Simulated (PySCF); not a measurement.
## `C(C)n1nnc(C#N)c1C`, C6H8N4

Geometry:
| atom | x (Å) | y (Å) | z (Å) |
| --- | --- | --- | --- |
| C1 | 2.373 | -0.123 | -0.531 |
| C2 | 1.495 | -0.559 | 0.640 |
| N3 | 0.304 | 0.241 | 0.719 |
| N4 | 0.275 | 1.358 | 1.450 |
| N5 | -0.860 | 1.911 | 1.331 |
| C6 | -1.632 | 1.164 | 0.500 |
| C7 | -2.951 | 1.481 | 0.142 |
| N8 | -4.029 | 1.703 | -0.178 |
| C9 | -0.880 | 0.066 | 0.089 |
| C10 | -1.215 | -1.073 | -0.793 |
| H11 | 1.852 | -0.248 | -1.478 |
| H12 | 3.280 | -0.720 | -0.552 |
| H13 | 2.645 | 0.924 | -0.419 |
| H14 | 2.035 | -0.418 | 1.579 |
| H15 | 1.209 | -1.609 | 0.540 |
| H16 | -0.552 | -1.103 | -1.658 |
| H17 | -1.116 | -2.016 | -0.255 |
| H18 | -2.241 | -0.973 | -1.140 |

Theory: GIAO LDA/3-21G magnetisability, rotational g tensor and spin-rotation constants, non-relativistic, gas phase (PySCF 2.14.0). Geometry: GFN2-xTB.

**Question.** Give the nuclear spin-rotation constants along the inertial axes (H = +C I·J) beside the isotropic shieldings.

**Answer.** Rotational constants 2.9203, 0.9195, 0.7530 GHz. A star marks the isotopologue with that one atom substituted, in its own axes.
```tsv
atom	isotope	Caa (kHz)	Cbb (kHz)	Ccc (kHz)	mean (kHz)	σ (ppm)
N3	14N	0.502	0.100	0.054	0.219	54.9
N4	14N	0.659	0.184	0.061	0.301	-61.3
N5	14N	0.760	0.173	0.035	0.323	-51.5
N8	14N	0.165	0.160	0.155	0.160	-6.4
H11	1H	-0.269	-0.040	-0.066	-0.125	31.0
H12	1H	0.029	-0.111	-0.089	-0.057	31.2
H13	1H	-0.325	-0.031	-0.055	-0.137	30.8
H14	1H	-0.174	-0.026	-0.059	-0.086	27.6
H15	1H	-0.306	-0.010	-0.048	-0.121	28.2
H16	1H	-0.213	-0.082	-0.038	-0.111	30.0
H17	1H	-0.284	-0.091	-0.014	-0.130	30.1
H18	1H	-0.008	-0.075	-0.088	-0.057	29.5
C1	13C*	0.296	0.108	0.074	0.159	189.8
C2	13C*	0.352	0.151	0.106	0.203	165.3
C6	13C*	1.008	0.218	0.129	0.452	94.5
C7	13C*	0.132	0.299	0.261	0.230	102.0
C9	13C*	0.941	0.341	0.098	0.460	79.1
C10	13C*	0.320	0.087	0.061	0.156	196.6
```
For the geometry as given, no vibrational averaging.
